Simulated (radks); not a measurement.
Radial electron density D(r) = 4 pi r^2 rho(r) of an atom or ion with 10 electrons. Method: non-relativistic Kohn-Sham, LB94 model potential, spin-unpolarised, spherical densities, point nucleus; computed with a radial shooting solver on a logarithmic mesh with Libxc functionals.

```
   r/bohr * D(r) (the largest magnitude, 15.8, reaches the edge; | marks zero)
 0.005747 | *
 0.006428 |  *
 0.007247 |  *
 0.008171 |   *
  0.00914 |    *
  0.01031 |     *
  0.01162 |      *
    0.013 |        *
  0.01465 |          *
  0.01652 |            *
  0.01848 |               *
  0.02083 |                  *
  0.02349 |                     *
  0.02628 |                        *
  0.02963 |                             *
   0.0334 |                                 *
  0.03736 |                                     *
  0.04212 |                                         *
   0.0475 |                                             *
  0.05312 |                                                 *
   0.0599 |                                                    *
  0.06753 |                                                     *
  0.07554 |                                                      *
  0.08517 |                                                     *
  0.09603 |                                                   *
   0.1074 |                                                *
   0.1211 |                                            *
   0.1365 |                                        *
   0.1527 |                                     *
   0.1722 |                                  *
   0.1942 |                                 *
   0.2172 |                                  *
   0.2448 |                                    *
   0.2761 |                                       *
   0.3088 |                                           *
   0.3482 |                                              *
   0.3925 |                                                *
   0.4391 |                                               *
    0.495 |                                            *
   0.5582 |                                       *
   0.6243 |                                 *
   0.7039 |                          *
   0.7936 |                  *
   0.8877 |            *
    1.001 |       *
    1.128 |   *
    1.262 | *
    1.423 |*
    1.605 *
    1.795 *
    2.024 *
    2.282 *
    2.552 *
```

What is the nuclear charge?

Answer. Z = 14. The innermost maximum, from 1s, lies near 1/Z = 0.0714 bohr (found: 0.0755), and its height grows with Z. The density is that of the silicon ion Si4+ in [Ne]; the configuration itself is not fixed sharply by these data, and Z only to about a unit. D(r) has 2 maxima, at r = 0.0755, 0.405 bohr, and minima at 0.197 bohr, inside which lie 2.22 electrons.
